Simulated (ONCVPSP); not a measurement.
What one change does to a pseudopotential (Os (Z = 76), ONCV)

```
Element                 : Os
Generator               : ONCVPSP 4.0.1
Type                    : optimised norm-conserving Vanderbilt (ONCV)
Functional              : LDA (Perdew-Zunger)
Relativity              : scalar-relativistic
Frozen core             : [Kr] 4d10 4f14
Valence charge          : 16
Reference configuration : 5s2 5p6 5d6 (charge +2)
Partial waves           : 5s: rc 1.55 bohr, ncon 4, nbas 8, qcut 9.1 1/bohr, 2 projectors, debl 3.1 Ha; 5p: rc 1.35 bohr, ncon 4, nbas 8, qcut 6.3 1/bohr, 2 projectors, debl 3.9 Ha; 5d: rc 2.15 bohr, ncon 4, nbas 8, qcut 7.8 1/bohr, 1 projector
Local potential         : polynomial inside 1.25 bohr (lpopt 5, dvloc0 6 Ha)
Core correction         : none
```

In the s channel the program set the typed energies aside and used -4.009, 0.050 Ha.

Change: core correction polynomial model core, fcfact 0.15.

Cutoffs: the cutoffs (Ha) at which the residual kinetic energy of the hardest occupied pseudo-wave falls to 1 and 0.1 mHa per electron; they do not see the model core or the augmentation charge, which bear on the density cutoff. Errors are all-electron minus pseudo energies relative to the spin-unpolarised reference configuration.

Problem. How do hardness, ghosts and transferability respond?

Solution. The potential gets neither clearly harder nor softer (64 Ha and 112 Ha → 64 Ha and 112 Ha); of the 4 tests that both files solve, the error grows in 1 and shrinks in 3 by more than 15 % and 0.3 meV (median size 5.6 → 5.8 meV); neither file shows a bound ghost. A model core, the more so a compact one, raises the density cutoff, which this test does not measure.

```csv
quantity,base,changed
"cutoff, loose",64 Ha,64 Ha
"cutoff, tight",112 Ha,112 Ha
bound ghosts,none,none
GHOST(+) flags under 300 eV,none,none
"error for 5s2 5p6 5d6 6s2, meV [ΔE -27.15 eV]",+12,+6.6
"error for 5s2 5p6 5d6 6s1, meV [ΔE -17.28 eV]",+6.6,+5.0
"error for 5s2 5p6 5d5, meV [ΔE 29.16 eV]",-4.6,-8.5
"error for 5s2 5p6 5d7, meV [ΔE -17.75 eV]",+3.0,+1.1
s: phases at 1.57 bohr within 0.05 rad from the reference energy up to (Ha; the scan ends near 5),to the end of the scan,to the end of the scan
p: phases at 1.37 bohr within 0.05 rad from the reference energy up to (Ha; the scan ends near 5),4.6,4.6
d: phases at 2.18 bohr within 0.05 rad from the reference energy up to (Ha; the scan ends near 5),1.1,1.1
```
